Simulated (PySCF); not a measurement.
## SbCl⁺, r²SCAN: how much the basis matters

PySCF, UKS reference; doublet, unpaired electrons π ↑; De to Sb⁺ + Cl without counterpoise correction.

| basis | relativity | functions | Re (Å) | ωe (cm⁻¹) | De (eV) | μ (D) |
| --- | --- | --- | --- | --- | --- | --- |
| def2-SVP | scalar-relativistic core potentials | 44 | 2.284 | 436 | 3.61 | -1.90 |
| cc-pVDZ-PP/cc-pV(D+d)Z | scalar-relativistic core potentials | 46 | 2.273 | 433 | 3.56 | -1.84 |
| def2-TZVPPD | scalar-relativistic core potentials | 107 | 2.243 | 446 | 3.80 | -1.42 |

(1) How does each smaller set differ from the one with most functions, def2-TZVPPD?

A positive dipole points towards Cl; it is taken about the centre of mass and depends on that origin. Spin–orbit coupling is left out, which matters for elements this heavy, above all for dissociation energies. For an ion De counts to the pair picked by the measured ionisation energies or electron affinities, which need not be the lowest pair at this level. The state was picked by a PBE0 search and need not be the measured ground state.

Answers

(1) def2-SVP: +4.1 pm, -2.2 % in ωe, -0.19 eV in De; cc-pVDZ-PP/cc-pV(D+d)Z: +3.0 pm, -2.9 % in ωe, -0.24 eV in De. All at r²SCAN; the set with most functions is neither the basis-set limit nor always the best.
